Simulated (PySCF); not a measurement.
Relaxation of singlet YSBr

These are results of PBE in PySCF with Y def2-TZVP with ECP28, S def2-TZVP, Br def2-TZVP; scalar-relativistic core potentials, no spin–orbit coupling; density-fitted integrals, not measurements. A (50,194) grid was used.

A hand-made bent start, of Cs symmetry, held to at least that symmetry:

```xyz
3
charge 0 multiplicity 1, angstrom
Y    -0.6027    0.0000   -0.8332
S    -2.4376    0.0000    0.4516
Br    1.6664    0.0000    0.7556
```

Optimiser trace:
```
step  E − E(last) (kJ/mol)  largest gradient (Eh/bohr)
   0                 12.61                     0.03418
   1                  3.92                     0.01605
   2                  0.24                     0.00544
   3                  0.05                     0.00126
   4                  0.03                     0.00057
   5                  0.01                     0.00040
   6                  0.00                     0.00038
   7                  0.00                     0.00011
```

It ends at Cs with Y–Br 2.620 Å, Y–S 2.299 Å; Br–Y–S 115.4° (after a last refinement on a finer grid). A frequency run shows a minimum. Other isomers or separated fragments may lie lower.
